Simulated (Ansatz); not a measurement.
Stepwise reaction of `N[Si](N)(N)F` with water, as a gas-phase model of exchange steps in deposition or etching. ΔE in kJ/mol; ΔG adds harmonic PBE0-D4 terms to CCSD(T)/CBS, at 1 bar.

Program: Ansatz. Geometries: PBE0-D4/def2-TZVP. ΔE: electronic, gas phase. CBS: MP2 limit from def2 TZ/QZ plus the TZ coupled-cluster correction, frozen cores. This one scheme is used for every species. Functionals use def2-TZVPP. B3LYP here is the variant with VWN-RPA as its local correlation; programs differ in this. One conformer a species, not always the lowest.

| step | reaction | PBE-D4 | B3LYP-D4 | ωB97M-V | CCSD(T)/CBS | ΔG(500 K) |
| --- | --- | --- | --- | --- | --- | --- |
| 1 | `N[Si](N)(N)F` + H₂O → `N[Si](N)(O)F` + NH₃ | -49.9 | -53.1 | -53.1 | -51.8 | -36.1 |
| 2 | `N[Si](N)(O)F` + H₂O → `N[Si](O)(O)F` + NH₃ | -40.8 | -43.7 | -43.7 | -42.3 | -38.5 |

Problem. Give the row of step 3, `N[Si](O)(O)F` + H₂O → `O[Si](O)(O)F` + NH₃. (Best estimate.)

Solution. Computed: 
```json
{"step": "3", "reaction": "`N[Si](O)(O)F` + H₂O → `O[Si](O)(O)F` + NH₃", "PBE-D4": "-39.5", "B3LYP-D4": "-43.2", "ωB97M-V": "-42.8", "CCSD(T)/CBS": "-41.0", "ΔG(500 K)": "-38.9"}
```

Problem. By hand: ΔE of the 3 steps together at CCSD(T)/CBS.

Solution. (-51.8) + (-42.3) + (-41.0) = -135.1 kJ/mol, or -45.0 kJ/mol a step.

In ΔE step 1 is the lowest and step 3 the highest. All are downhill at CCSD(T)/CBS. ΔG lies between -38.9 and -36.1 kJ/mol a step. PBE-D4 differs from CCSD(T)/CBS by 1.5 to 1.9 kJ/mol a step. Isolated molecules leave out the surface, adducts and barriers. Largest T1 diagnostic: 0.011.
